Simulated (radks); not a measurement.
The numbers below are computed, except where a source is named.
Task: Radial electron density D(r) = 4 pi r^2 rho(r) of an atom or ion with 40 electrons. Code: a radial shooting solver on a logarithmic mesh with Libxc functionals. Model: scalar-relativistic Kohn-Sham, LDA (Slater exchange, Perdew-Wang correlation), spin-polarised, spherical densities, point nucleus.

```
   r/bohr * D(r) (the largest magnitude, 67.6, reaches the edge; | marks zero)
 0.002272 |  *
 0.002603 |   *
 0.002982 |    *
 0.003389 |     *
 0.003883 |       *
 0.004449 |        *
 0.005097 |          *
 0.005793 |             *
 0.006637 |               *
 0.007604 |                   *
 0.008642 |                      *
 0.009901 |                          *
  0.01134 |                             *
  0.01289 |                                 *
  0.01477 |                                     *
  0.01692 |                                        *
  0.01923 |                                          *
  0.02204 |                                           *
  0.02525 |                                           *
  0.02869 |                                          *
  0.03287 |                                         *
  0.03766 |                                       *
   0.0428 |                                     *
  0.04904 |                                     *
  0.05618 |                                      *
  0.06386 |                                         *
  0.07316 |                                             *
  0.08382 |                                                  *
  0.09603 |                                                     *
   0.1091 |                                                      *
    0.125 |                                                    *
   0.1433 |                                              *
   0.1628 |                                         *
   0.1865 |                                    *
   0.2137 |                                  *
   0.2429 |                                   *
   0.2783 |                                       *
   0.3188 |                                         *
   0.3624 |                                        *
   0.4151 |                                   *
   0.4756 |                           *
   0.5406 |                   *
   0.6193 |             *
   0.7096 |          *
   0.8064 |         *
   0.9239 |         *
    1.059 |         *
    1.203 |        *
    1.378 |      *
    1.579 |    *
    1.809 |  *
    2.056 | *
    2.356 |*
    2.699 *
    3.068 *
    3.514 *
    4.026 *
    4.576 *
    5.243 *
```

What is the nuclear charge?

Result: Z = 43. The innermost maximum, from 1s, lies near gamma/Z bohr with gamma = sqrt(1 - (Z/c)^2) = 0.949, here 0.0221 bohr (found: 0.0241), and its height grows with Z. The density is that of the technetium ion Tc3+ in [Kr] 4d4; the configuration itself is not fixed sharply by these data, and Z only to a few units. D(r) has 4 maxima, at r = 0.0241, 0.107, 0.329, 0.954 bohr, and minima at 0.0483, 0.212, 0.800 bohr, inside which lie 2.03, 11.08, 29.28 electrons.
